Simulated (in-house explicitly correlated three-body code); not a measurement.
Values are calculated unless marked as measured or tabulated.
# Taking the two-electron ground state apart, Z = 2.58

A variational code in 260 exponentially correlated functions gives, for two electrons around a point charge Z = 2.58 (non-relativistic, fixed nucleus, atomic units): E = -5.1984068, <1/r> = 2.268051 per electron, <1/r12> = 1.306331. From its density, U = 2.776282 (Hartree energy) and T_s = 5.159634 (kinetic energy of the doubly filled orbital √(n/2)). Further, <r²> = 0.636695 per electron, <r12²> = 1.32954 and <p1·p2> = 0.234114.

Question: Check the virial theorem, and compare with the screened hydrogenic estimate.

Answer: V = −2Z<1/r> + <1/r12> = -11.703143 + 1.306331 = -10.396812, and 2E = -10.396814, so T = −E = 5.198407. A product of 1s orbitals with exponent Z − 5/16 = 2.2675 gives −2.2675² = -5.14156, which is 56.9 millihartree too high.

Question: Find the exchange and correlation energies of density-functional theory.

Answer: For two electrons in one orbital E_x = −U/2 = -1.388141. The potential part of correlation is U_c = <1/r12> − U − E_x = -0.081810, the kinetic part T_c = T − T_s = 0.038773, and E_c = T_c + U_c = -0.043037 hartree. Restricted Hartree-Fock gives -5.155396, so the correlation energy of wave-function theory is -0.043011.

Question: What do the second moments say about angular correlation and diamagnetism?

Answer: From r12² = r1² + r2² − 2 r1·r2, <r1·r2> = <r²> − <r12²>/2 = -0.02808 bohr². It vanishes for a product of s orbitals, and its negative sign shows that the electrons favour opposite sides of the nucleus. The Langevin susceptibility is −0.79199e-6 × 2<r²> = -1.009e-6 cm³/mol.

Question: How does a model nuclear mass of 5.2 u change the ionisation energy, to first order in m/M (1 hartree = 27.211386 eV)?

Answer: m/M = 1/(5.2 × 1822.8885) = 1.05496e-04. With a fixed nucleus the second electron is bound by −Z²/2 − E = 1.870207 hartree = 50.8909 eV. The reduced mass scales this by 1 − m/M, a change of -5.369 meV. The mass-polarisation term raises the two-electron state by (m/M)<p1·p2> = 24.70 microhartree, a further -0.672 meV. The sum is 50.8849 eV, before relativistic and QED terms.
